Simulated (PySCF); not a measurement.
## KSr: frontier orbitals

BLYP at R = 4.515 Å; K def2-SVP, Sr def2-SVP with ECP28; scalar-relativistic core potentials (PySCF 2.14). State: ²Σ⁺ (doublet), unpaired electrons σ ↑. Only the outer orbitals are listed, counted within each symmetry, core potentials removing the inner ones.

```json
{"spin": "α", "orbital": "2π", "occ.": "1", "ε (eV)": "-22.88", "on K (%)": "0", "main shells (%)": "100 Sr p"}
{"spin": "α", "orbital": "2π", "occ.": "1", "ε (eV)": "-22.88", "on K (%)": "0", "main shells (%)": "100 Sr p"}
{"spin": "α", "orbital": "6σ", "occ.": "1", "ε (eV)": "-22.84", "on K (%)": "0", "main shells (%)": "100 Sr p"}
{"spin": "α", "orbital": "3π", "occ.": "1", "ε (eV)": "-18.76", "on K (%)": "100", "main shells (%)": "100 K p"}
{"spin": "α", "orbital": "3π", "occ.": "1", "ε (eV)": "-18.76", "on K (%)": "100", "main shells (%)": "100 K p"}
{"spin": "α", "orbital": "7σ", "occ.": "1", "ε (eV)": "-18.74", "on K (%)": "100", "main shells (%)": "100 K p"}
{"spin": "α", "orbital": "8σ", "occ.": "1", "ε (eV)": "-3.52", "on K (%)": "19", "main shells (%)": "81 Sr s, 14 K s"}
{"spin": "α", "orbital": "9σ", "occ.": "1", "ε (eV)": "-2.31", "on K (%)": "75", "main shells (%)": "75 K s, 11 Sr p, 10 Sr s"}
{"spin": "α", "orbital": "4π", "occ.": "0", "ε (eV)": "-1.24", "on K (%)": "25", "main shells (%)": "42 Sr d, 33 Sr p, 23 K p"}
{"spin": "α", "orbital": "4π", "occ.": "0", "ε (eV)": "-1.24", "on K (%)": "25", "main shells (%)": "42 Sr d, 33 Sr p, 23 K p"}
{"spin": "α", "orbital": "10σ", "occ.": "0", "ε (eV)": "-1.18", "on K (%)": "41", "main shells (%)": "48 Sr d, 26 K p, 14 K s"}
{"spin": "β", "orbital": "2π", "occ.": "1", "ε (eV)": "-22.86", "on K (%)": "0", "main shells (%)": "100 Sr p"}
{"spin": "β", "orbital": "2π", "occ.": "1", "ε (eV)": "-22.86", "on K (%)": "0", "main shells (%)": "100 Sr p"}
{"spin": "β", "orbital": "6σ", "occ.": "1", "ε (eV)": "-22.81", "on K (%)": "0", "main shells (%)": "100 Sr p"}
{"spin": "β", "orbital": "3π", "occ.": "1", "ε (eV)": "-18.72", "on K (%)": "100", "main shells (%)": "100 K p"}
{"spin": "β", "orbital": "3π", "occ.": "1", "ε (eV)": "-18.72", "on K (%)": "100", "main shells (%)": "100 K p"}
{"spin": "β", "orbital": "7σ", "occ.": "1", "ε (eV)": "-18.70", "on K (%)": "100", "main shells (%)": "100 K p"}
{"spin": "β", "orbital": "8σ", "occ.": "1", "ε (eV)": "-3.42", "on K (%)": "12", "main shells (%)": "88 Sr s, 9 K s"}
{"spin": "β", "orbital": "9σ", "occ.": "0", "ε (eV)": "-1.95", "on K (%)": "69", "main shells (%)": "69 K s, 17 Sr p"}
{"spin": "β", "orbital": "4π", "occ.": "0", "ε (eV)": "-1.21", "on K (%)": "13", "main shells (%)": "50 Sr d, 38 Sr p, 11 K p"}
{"spin": "β", "orbital": "4π", "occ.": "0", "ε (eV)": "-1.21", "on K (%)": "13", "main shells (%)": "50 Sr d, 38 Sr p, 11 K p"}
```

**Question.** Which are the highest filled and the lowest empty level, where do they sit, and how wide is the gap?

**Answer.** Highest filled α 9σ at -2.31 eV (in %: 75 K s, 11 Sr p, 10 Sr s); lowest empty β 9σ at -1.95 eV (in %: 69 K s, 17 Sr p); the gap at BLYP is 0.36 eV.

* bond order (Mayer): 0.47
* ⟨S²⟩: 0.751
* charge on K (Mulliken, basis-dependent): -0.06
* charge on K (Löwdin, basis-dependent): 0.03
* dipole moment (positive dipole means K(−)Sr(+)): -0.47 D

Spin–orbit coupling is left out. The state is the lowest determinant that a PBE0 search found; another state may lie lower at other levels.
